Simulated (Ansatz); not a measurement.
The cluster K2I, relaxed as a doublet with UKS r2SCAN-D4/def2-TZVP in Ansatz, starting from the GFN1-xTB geometry. Force threshold 0.02 eV/Å.

In the def2 sets I takes a core potential; there is no spin–orbit coupling. The relaxation made no stability test and no search for a lower SCF solution. The structure comes from a short search, and lower isomers may exist.

Start:

```csv
atom,x (Å),y (Å),z (Å)
K1,1.200,0.531,2.784
K2,0.732,0.347,-0.854
I3,-1.932,-0.878,-1.930
```

Problem. Estimate the energy that the relaxation releases and the steps that it takes.

Solution. 0.72 eV, in 13 steps; 37 s on 4 threads of Arm Neoverse V1 on a shared host. No frequencies were taken in this run, so the end may be a saddle point.

Problem. Does the start keep its bonding and symmetry?

Solution. Bonds formed: K1–I3 (atoms count from 1). The end is the same structure that another start reached, the lowest one found. Point group Cs at the start, Cs at the end, both within 0.05 Å.

Problem. Predict the relaxed structure.

Solution. 
| atom | x (Å) | y (Å) | z (Å) |
| --- | --- | --- | --- |
| K1 | 0.2630 | 0.1018 | 2.2064 |
| K2 | 1.2359 | 0.5885 | -1.7541 |
| I3 | -1.4989 | -0.6903 | -0.4523 |
Bond lengths (bridged metal pairs left out): 2 × I–K 3.29 Å.
